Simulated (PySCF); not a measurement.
B(CCH)2(OMe) (C5H5BO), SMILES C#CB(C#C)OC. The structure is a stationary point at B3LYP-D3(BJ)/def2-SVP. The values are those of a single conformer.

Computed equilibrium geometry at B3LYP-D3(BJ)/def2-SVP (PySCF confirms it by a frequency run) as a Z-matrix, and its point group (one conformer of several):
point group Cs.
```
B
O 1 1.3499
C 2 1.4154 1 125.09
H 3 1.1011 2 108.82 1 -121.02
H 3 1.1011 4 108.42 2 118.22
H 3 1.1011 4 109.35 5 119.16
C 1 1.5347 2 118.06 3 180.00
C 7 1.2174 2 153.00 1 180.00
H 8 1.0745 2 161.43 1 180.00
C 1 1.5406 2 122.31 3 0.00
C 10 1.2178 6 105.19 3 180.00
H 11 1.0747 6 128.14 3 180.00
```
Charge 0, spin multiplicity 1.
